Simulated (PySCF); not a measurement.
## 2-pyridinemethanethiol (SMILES SCC1=CC=CC=N1)

Molfile (atoms numbered from 1):
```
C6H7NS
     RDKit          3D

 15 15  0  0  0  0  0  0  0  0999 V2000
    3.1160    0.2137   -0.1823 S   0  0  0  0  0  0  0  0  0  0  0  0
    1.8576   -0.9192    0.4971 C   0  0  0  0  0  0  0  0  0  0  0  0
    0.4661   -0.3941    0.3015 C   0  0  0  0  0  0  0  0  0  0  0  0
   -0.4300   -0.9877   -0.5931 C   0  0  0  0  0  0  0  0  0  0  0  0
   -1.6993   -0.4348   -0.7379 C   0  0  0  0  0  0  0  0  0  0  0  0
   -2.0300    0.6896    0.0125 C   0  0  0  0  0  0  0  0  0  0  0  0
   -1.0656    1.2084    0.8771 C   0  0  0  0  0  0  0  0  0  0  0  0
    0.1459    0.6848    1.0197 N   0  0  0  0  0  0  0  0  0  0  0  0
    2.6899    1.2757    0.5353 H   0  0  0  0  0  0  0  0  0  0  0  0
    2.0021   -1.8754   -0.0240 H   0  0  0  0  0  0  0  0  0  0  0  0
    2.0500   -1.0754    1.5686 H   0  0  0  0  0  0  0  0  0  0  0  0
   -0.1321   -1.8684   -1.1662 H   0  0  0  0  0  0  0  0  0  0  0  0
   -2.4205   -0.8768   -1.4298 H   0  0  0  0  0  0  0  0  0  0  0  0
   -3.0123    1.1591   -0.0676 H   0  0  0  0  0  0  0  0  0  0  0  0
   -1.2889    2.0930    1.4850 H   0  0  0  0  0  0  0  0  0  0  0  0
  1  2  1  0
  2  3  1  0
  3  4  2  0
  4  5  1  0
  5  6  2  0
  6  7  1  0
  7  8  2  0
  8  3  1  0
  1  9  1  0
  2 10  1  0
  2 11  1  0
  4 12  1  0
  5 13  1  0
  6 14  1  0
  7 15  1  0
M  END
```

Computed with quadratic response CAM-B3LYP/aug-cc-pVDZ first hyperpolarisability, Taylor convention, gas phase (PySCF). Geometry: PBE0-D3(BJ)/def2-SVP.

(1) Give the tensor of the static β(0;0,0) in the axes of these coordinates.

## Answers

(1) In au, Taylor convention; rows are the first index (the induced dipole):
```tsv
	xx	yy	zz	xy	xz	yz
x	-55.7	+17.0	-19.1	-28.0	-27.0	-7.5
y	-28.0	+6.1	-15.8	+17.0	-7.5	+10.6
z	-27.0	+10.6	+26.5	-7.5	-19.1	-15.8
```
Norm of βᵢ = ⅓ Σⱼ (βᵢⱼⱼ + βⱼᵢⱼ + βⱼⱼᵢ): 69.7 au, hyper-Rayleigh value 38.6 au.
